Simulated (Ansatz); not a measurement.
Reaction (ligand exchange at the Sb–C bond): `[CH3][SbH][CH2]N` + CH₃SH → `C[S][SbH][CH3]` + CH₃NH₂

Calculated with Ansatz (gas phase, PBE0-D4/def2-TZVP geometries, no zero-point term in ΔE). CBS: MP2 limit from def2 TZ/QZ plus the TZ coupled-cluster correction, frozen cores. This one scheme is used for every species. DFT in def2-TZVPP. B3LYP here is the variant with VWN-RPA as its local correlation; programs differ in this. def2 core potentials past Kr. For Sb outer-core shells are correlated without core-valence functions, which leaves a few kJ/mol of doubt a bond. Each species was taken in one conformer, which may not be the lowest.

```json
{"level": "PBE-D4", "ΔE (kcal/mol)": "-17.7", "difference from CCSD(T)/CBS": "0.4"}
{"level": "r2SCAN-D4", "ΔE (kcal/mol)": "-18.1", "difference from CCSD(T)/CBS": "0.0"}
{"level": "PBE0-D4", "ΔE (kcal/mol)": "-18.5", "difference from CCSD(T)/CBS": "-0.4"}
{"level": "B3LYP-D4", "ΔE (kcal/mol)": "-18.6", "difference from CCSD(T)/CBS": "-0.5"}
{"level": "ωB97X-V", "ΔE (kcal/mol)": "-18.0", "difference from CCSD(T)/CBS": "0.1"}
{"level": "ωB97M-V", "ΔE (kcal/mol)": "-17.9", "difference from CCSD(T)/CBS": "0.2"}
{"level": "B2PLYP", "ΔE (kcal/mol)": "-18.3", "difference from CCSD(T)/CBS": "-0.2"}
{"level": "PBE", "ΔE (kcal/mol)": "-17.8", "difference from CCSD(T)/CBS": "0.3"}
{"level": "r2SCAN", "ΔE (kcal/mol)": "-18.1", "difference from CCSD(T)/CBS": "0.0"}
{"level": "PBE0", "ΔE (kcal/mol)": "-18.5", "difference from CCSD(T)/CBS": "-0.4"}
{"level": "B3LYP", "ΔE (kcal/mol)": "-18.6", "difference from CCSD(T)/CBS": "-0.5"}
{"level": "HF/def2-TZVPP", "ΔE (kcal/mol)": "-20.6", "difference from CCSD(T)/CBS": "-2.5"}
{"level": "MP2/def2-TZVPP", "ΔE (kcal/mol)": "-17.5", "difference from CCSD(T)/CBS": "0.6"}
{"level": "SCS-MP2/def2-TZVPP", "ΔE (kcal/mol)": "-17.7", "difference from CCSD(T)/CBS": "0.4"}
{"level": "CCSD/def2-TZVPP", "ΔE (kcal/mol)": "-17.0", "difference from CCSD(T)/CBS": "1.1"}
{"level": "CCSD(T)/def2-TZVPP", "ΔE (kcal/mol)": "-16.7", "difference from CCSD(T)/CBS": "1.4"}
{"level": "HF/def2-QZVPP", "ΔE (kcal/mol)": "-20.9", "difference from CCSD(T)/CBS": "-2.8"}
{"level": "MP2/def2-QZVPP", "ΔE (kcal/mol)": "-18.5", "difference from CCSD(T)/CBS": "-0.4"}
{"level": "SCS-MP2/def2-QZVPP", "ΔE (kcal/mol)": "-18.5", "difference from CCSD(T)/CBS": "-0.4"}
{"level": "HF/CBS(def2)", "ΔE (kcal/mol)": "-20.9", "difference from CCSD(T)/CBS": "-2.8"}
{"level": "MP2/CBS(def2)", "ΔE (kcal/mol)": "-19.0", "difference from CCSD(T)/CBS": "-0.9"}
{"level": "CCSD/CBS(def2)", "ΔE (kcal/mol)": "-18.4", "difference from CCSD(T)/CBS": "-0.3"}
{"level": "CCSD(T)/CBS", "ΔE (kcal/mol)": "-18.1", "difference from CCSD(T)/CBS": "0"}
```

Largest T1 diagnostic among the species: 0.012.

From PBE to PBE0 (25 % exact exchange), in def2-TZVPP and without D4, ΔE moves by −0.8 kcal/mol. In def2-TZVPP, CCSD(T) changes the Hartree–Fock value by +3.9 kcal/mol (the triples alone add +0.3 kcal/mol) and MP2 by +3.1 kcal/mol.
